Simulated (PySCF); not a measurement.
A species of formula C2H5NSi has this rotational fingerprint, computed with PySCF, PBE0-D3(BJ)/def2-SVP geometry optimisation, gas phase:

- Rotational constants: A = 18884, B = 2965, C = 2688 MHz
- Dipole components: |μa| = 3.28 D, |μb| = 1.97 D, |μc| = 0.00 D
- Inertial defect: -9.20 u·Å²
- κ: -0.97

Problem. Which candidate fits, each taken in the one conformer that was computed?
A. `N#CC[SiH3]`
B. `C[SiH2]C#N`
C. `[CH:1]#[C:2][SiH2:3][NH2:4]` with C2–Si3–N4–H -70° and 69°

Solution. A. It is N#CC[SiH3], a near-prolate asymmetric top. The candidates at the same level (rigid rotor, commonest isotopes):

| SMILES | A (MHz) | B (MHz) | C (MHz) | μa (D) | μb (D) | μc (D) | Δ (u·Å²) | point group | rotor |
| --- | --- | --- | --- | --- | --- | --- | --- | --- | --- |
| C[SiH2]C#N | 14356 | 3315 | 2832 | 3.80 | 0.37 | 0.00 | -9.20 | Cs | near-prolate asymmetric top |
| C#C[SiH2]N | 16873 | 3199 | 2823 | 0.16 | 1.56 | 0.00 | -8.88 | Cs | near-prolate asymmetric top |
| N#CC[SiH3] | 18884 | 2965 | 2688 | 3.28 | 1.97 | 0.00 | -9.20 | – | near-prolate asymmetric top |

`C[SiH2]C#N` has A 24 % too low; `C#C[SiH2]N` has A 11 % too low. No structure here is proved a minimum.
